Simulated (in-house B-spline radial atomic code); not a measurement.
Spin-orbit splittings of orbital energies (j = l + 1/2 less j = l - 1/2) and ratios of mean radii (lower j over upper j) along the 45-electron series, configuration [Kr] 4d9. Computed with a B-spline radial code for spherical atoms: Dirac-Hartree-Fock, average of the configuration, finite nuclei.

```csv
ion,Z,splitting of 3p (eV),radius ratio of 3p,splitting of 3d (eV),radius ratio of 3d,splitting of 4d (eV),radius ratio of 4d
I8+,53,58.037,0.96445,12.027,0.98766,1.9374,0.98948
Xe9+,54,63.621,0.96316,13.253,0.98721,2.2369,0.98944
Cs10+,55,69.622,0.96184,14.571,0.98676,2.5658,0.98935
Ba11+,56,?,?,?,?,?,?
La12+,57,?,?,?,?,?,?
Ce13+,58,90.363,0.9577,19.133,0.98534,3.7471,0.9889
Pr14+,59,98.273,0.95626,20.872,0.98484,4.2118,0.9887
```

Task: Fill in the row of Ba11+.

Result: splitting of 3p (eV): 76.063; radius ratio of 3p: 0.96049; splitting of 3d (eV): 15.988; radius ratio of 3d: 0.9863; splitting of 4d (eV): 2.9259; radius ratio of 4d: 0.98923.

Task: Fill in the row of La12+.

Result: splitting of 3p (eV): 82.968; radius ratio of 3p: 0.95911; splitting of 3d (eV): 17.507; radius ratio of 3d: 0.98582; splitting of 4d (eV): 3.3191; radius ratio of 4d: 0.98907.

Task: With what power of Z does the column «splitting of 3p (eV)» change over this range?

Result: A fit of the logarithm of its size against log Z from Z = 53 to 59 has slope 4.91. An unscreened hydrogenic electron would give 4 at low Z; screening makes the apparent power larger near the neutral end, and relativity raises it again at high Z.
